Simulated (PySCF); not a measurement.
# SiSb at PBE0

Computed with PBE0; Si cc-pV(T+d)Z, Sb cc-pVTZ-PP with ECP28; scalar-relativistic core potentials (PySCF 2.14).

| Quantity | Value |
| --- | --- |
| state | ²Π (doublet), unpaired electrons π ↑ |
| bond length | 0.2375 nm |
| harmonic wavenumber | 433 cm⁻¹ |
| force constant | 2.51 mdyn/Å |
| rotational constant Be | 0.1315 cm⁻¹ |
| anharmonicity ωexe | 1.91 cm⁻¹ |
| vibration–rotation constant αe | 0.000516 cm⁻¹ |
| well depth De to Si + Sb | 2.81 eV |
| dissociation energy D0 | 2.78 eV |
| bond order (Mayer) | 2.29 |
| dipole moment (positive dipole means Si(−)Sb(+)) | 0.06 D |

Spin–orbit coupling is left out, which matters for elements this heavy, above all for dissociation energies. The state was picked by a PBE0 search and need not be the measured ground state.
